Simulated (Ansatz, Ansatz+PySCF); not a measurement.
```xyz
2

O     0.0000    0.0000   -0.8021
O     0.0000    0.0000    0.8021
```

Basis set: STO-3G (spherical functions). Left uncorrelated: 2 orbitals. Correlation on ROHF uses semicanonical orbitals with singles. Charge 0, multiplicity 3.

Computed with Ansatz (development build ahead of 0.2.0); each method stands on the lowest determinant of its kind that the runs found.

The atomization energy at this shape (free ground-state atoms in the same class of orbitals less the molecule, no zero-point energy) of triplet O2:

```tsv
method	atomization energy
ROHF-MP2	0.41 eV
UHF-MP2	-0.17 eV
UHF	-0.78 eV
ROHF	-1.17 eV
```

(1) What does PBE0 (unrestricted) give?

Results:

(1) 2.86 eV. Caution: the shape is not the minimum. Caution for ROHF-MP2, UHF-MP2: another reference gives a lower total; large amplitudes, a single reference is doubtful. Caution for ROHF-MP2, UHF-MP2, UHF, ROHF: the determinant may break the point group. Caution for UHF-MP2, UHF: the unrestricted determinant is spin contaminated. Caution for ROHF: the molecule lies well above its atoms at this level.

This basis has no polarisation functions and is too small for such energies, which can lie far from measured ones in either direction.
